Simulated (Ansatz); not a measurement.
Input file for Ansatz (a program for electronic structure): U-PBE0/def2-TZVPP on BeS+, 2S+1 = 2, a spin state set in the input, which need not be the lowest, a point of a bond scan (R = 1.850 Å). Charge +1.

Ansatz 0.2 input:
```yaml
crystal:
  periodic: [false, false, false]
  atoms:
    - {symbol: Be, position_ang: [0.00000000, 0.00000000, 0.00000000]}
    - {symbol: S, position_ang: [0.00000000, 0.00000000, 1.84995600]}
basis:
  gaussian:
    orbitals: def2-TZVPP
    pivot_positions_ang: [[0.00000000, 0.00000000, 0.00000000], [0.00000000, 0.00000000, 1.84995600]]
hamiltonian:
  xc: {name: PBE0}
total_charge: 1
magnetization: {spin_polarized: true, initial_magnetization: 1}
output: {forces: true, orbitals: {seedname: ./end}}
```

Problem. Predict the final total energy.

Solution. -412.4030 hartree.
